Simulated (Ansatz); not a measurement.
`C[SiH2]BN` + `[SH][GaH2]` → `C[SiH2][S][GaH2]` + `BN` at 700 K and 1 bar (cleavage of the Si–B bond).

Isolated molecules relaxed with PBE0-D4/def2-TZVP in Ansatz; ΔE leaves out vibrations. CBS: MP2 limit from def2 TZ/QZ plus the TZ coupled-cluster correction, frozen cores. This one scheme is used for every species. For Ga outer-core shells are correlated without core-valence functions, which leaves a few kJ/mol of doubt a bond. Scalar relativity is left out up to krypton. One conformer a species, not always the lowest.

```json
{"species": "`C[SiH2]BN`", "CCSD(T)/CBS energy (Eh)": "-411.48345", "H − E (kJ/mol)": "327.8", "S (J/(mol·K))": "458.3"}
{"species": "`[SH][GaH2]`", "CCSD(T)/CBS energy (Eh)": "-2323.53734", "H − E (kJ/mol)": "103.2", "S (J/(mol·K))": "340.5"}
{"species": "`C[SiH2][S][GaH2]`", "CCSD(T)/CBS energy (Eh)": "-2653.11950", "H − E (kJ/mol)": "269.5", "S (J/(mol·K))": "502.5"}
{"species": "`BN`", "CCSD(T)/CBS energy (Eh)": "-81.93499", "H − E (kJ/mol)": "163.7", "S (J/(mol·K))": "282.2"}
```

H − E and S are ideal-gas, rigid-rotor, harmonic terms from PBE0-D4/def2-TZVP, for one conformer and one mirror image of each species. 1 Eh = 2625.50 kJ/mol, R = 8.31446 J/(mol·K).

Problem. By hand: ΔE, ΔH, ΔS and ΔG.

Solution. ΔE = (-2653.11950) + (-81.93499) − (-411.48345) − (-2323.53734) = -0.03370 Eh = -88.5 kJ/mol. Δ(H − E) = 269.5 + 163.7 − 327.8 − 103.2 = 2.2, so ΔH = -86.3 kJ/mol. ΔS = 502.5 + 282.2 − 458.3 − 340.5 = -14.1 J/(mol·K). ΔG = -86.3 − 700 × (-14.1)/1000 = -76.4 kJ/mol.

Problem. By hand: the equilibrium constant, and the temperature at which ΔG would vanish if ΔH and ΔS stayed fixed.

Solution. log₁₀ K = −ΔG/(RT ln 10) = 5.7. ΔG = 0 at ΔH/ΔS = 6121 K, far beyond where these terms or the molecules hold.

The number of gas molecules stays the same, so ΔS is small and ΔH decides. A doubt of 5 kJ/mol in ΔE shifts log₁₀ K by 0.4 here. Other conformers and mirror images would add mixing entropy, several J/(mol·K) or more a flexible species. Modes under 60 cm⁻¹, often nearly free rotors, make the harmonic entropy too high. These are equilibria of isolated gas molecules and say nothing of rates. Largest T1 diagnostic: 0.013 (customary marks: 0.02 for closed shells, 0.045 for open ones).
